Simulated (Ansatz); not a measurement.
System: COOs, net charge 0, triplet state. The spin state was set by rule; other spins were not relaxed. SMILES: [C-](#[O+])->[Os]
Geometry from a B3LYP-D3(BJ)/def2-TZVP (Ansatz, a quantum-chemistry and plane-wave program) optimisation:
```xyz
3

Os     0.0000     0.0000    -0.3811
O      0.0000     0.0000     2.5653
C      0.0000     0.0000     1.4075
```
Charge 0, spin multiplicity 3.

Property: atomisation energy (electronic, to ground-state atoms), in kcal/mol. Correlated levels leave the core frozen unless marked. Open shells are spin-unrestricted. Spin-orbit coupling is left out. Frozen are the shells of the preceding noble gas and the d and f shells that filled before the atom's block. Past Kr the def2 sets carry scalar-relativistic core potentials. The coupled-cluster limit lacks core correlation, which all-electron functionals hold. CBS marks a two-point X^-3 extrapolation of the correlation energy; Hartree-Fock from the larger set. The bracket is a focal-point correction in the basis named.

```tsv
level	program	atomisation energy (kcal/mol)
PBE/def2-TZVPD	Ansatz	339.9
PBE-D4/def2-TZVPD	Ansatz + dftd4	341.3
BLYP/def2-TZVPD	Ansatz	323.2
r2SCAN-D4/def2-TZVPD	Ansatz + dftd4	315.3
```

**Question.** Predict the RI-MP2/CBS(def2-TZVPPD,def2-QZVPPD)+[CCSD(T)-MP2]/def2-TZVPPD result (Ansatz).

**Answer.** 306.2 kcal/mol
